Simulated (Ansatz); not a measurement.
`O[SiH]1OCO1` + H₂ → `C1O[SiH2]O1` + H₂O at 298.15 K and 1 bar (hydrogenolysis of the Si–O bond).

Computed with Ansatz on PBE0-D4/def2-TZVP structures; ΔE is electronic, products minus reactants. CCSD(T)/CBS is the MP2 limit (def2-TZVPP, def2-QZVPP) plus CCSD(T) − MP2 in def2-TZVPP, frozen cores. This one scheme is used for every species. One conformer a species, not always the lowest.

| species | CCSD(T)/CBS energy (Eh) | H − E (kJ/mol) | S (J/(mol·K)) |
| --- | --- | --- | --- |
| `O[SiH]1OCO1` | -555.16634 | 175.7 | 305.9 |
| H₂ | -1.17544 | 35.1 | 130.4 |
| `C1O[SiH2]O1` | -479.91873 | 154.8 | 274.7 |
| H₂O | -76.37941 | 66.4 | 188.7 |

H − E and S are ideal-gas, rigid-rotor, harmonic terms from PBE0-D4/def2-TZVP, for one conformer and one mirror image of each species. The MP2-based limit puts H₂ 0.8 mEh under its directly extrapolated value; such offsets cancel only in part. 1 Eh = 2625.50 kJ/mol, R = 8.31446 J/(mol·K).

Problem. By hand: ΔE, ΔH, ΔS and ΔG.

Solution. ΔE = (-479.91873) + (-76.37941) − (-555.16634) − (-1.17544) = 0.04364 Eh = 114.6 kJ/mol. Δ(H − E) = 154.8 + 66.4 − 175.7 − 35.1 = 10.4, so ΔH = 125.0 kJ/mol. ΔS = 274.7 + 188.7 − 305.9 − 130.4 = 27.1 J/(mol·K). ΔG = 125.0 − 298.15 × (27.1)/1000 = 116.9 kJ/mol.

Problem. By hand: the equilibrium constant, and the temperature at which ΔG would vanish if ΔH and ΔS stayed fixed.

Solution. log₁₀ K = −ΔG/(RT ln 10) = -20.5. ΔG = 0 at ΔH/ΔS = 4613 K, far beyond where these terms or the molecules hold.

ΔH outweighs TΔS. A doubt of 5 kJ/mol in ΔE shifts log₁₀ K by 0.9 here. Other conformers and mirror images would add mixing entropy, several J/(mol·K) or more a flexible species. These are equilibria of isolated gas molecules and say nothing of rates. Largest T1 diagnostic: 0.012 (customary marks: 0.02 for closed shells, 0.045 for open ones).
